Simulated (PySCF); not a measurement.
WOBr + H₂O → HWO₂ + HBr

Level: PBE0 in the def2-TZVP basis family, computed in PySCF with density fitting; scalar-relativistic core potentials for atoms from Rb on, none lighter, no spin–orbit coupling; open shells unrestricted.

| species | state and structure | ZPE (kJ/mol) | H(298 K) − H(0) (kJ/mol) | S° (J/(mol K)) |
| --- | --- | --- | --- | --- |
| WOBr | quartet, Cs, W–Br 2.453 Å, W–O 1.688 Å; Br–W–O 141.8° | 8.4 | 13.1 | 321.1 |
| H₂O | singlet, C2v, O–H 0.960 Å (×2); H–O–H 105.1° | 56.5 | 9.9 | 188.7 |
| HWO₂ | doublet, Cs, W–H 1.734 Å, W–O 1.695 Å (×2); H–W–O 109.2° (×2), O–W–O 110.3° | 33.1 | 12.1 | 290.6 |
| HBr | singlet, C∞v, H–Br 1.421 Å | 16.0 | 8.7 | 198.5 |

Is the gas-phase reaction uphill or downhill in electronic energy at this level, and by how much?

At PBE0/def2-TZVP, ΔE = -5.7 kJ/mol, downhill. Hydrolysis steps of this kind drive oxide growth by atomic layer deposition.

Add zero-point, thermal and entropy terms for 298.15 K and 1 bar.

ΔZPE = -15.8 and Δ[H(298) − H(0)] = -2.2 kJ/mol give ΔH° = -23.7 kJ/mol. ΔS° = -20.7 J/(mol K), so ΔG° = -23.7 − 298.15 × (-0.0207) = -18 kJ/mol and log₁₀K = 3.1.

Spin–orbit coupling can matter for WOBr, HWO₂ and is left out. Open d or f shells are single determinants, so the state found may not be the ground state. Only the bonding shown was studied: isomers, or loss of a ligand pair, can lie lower.
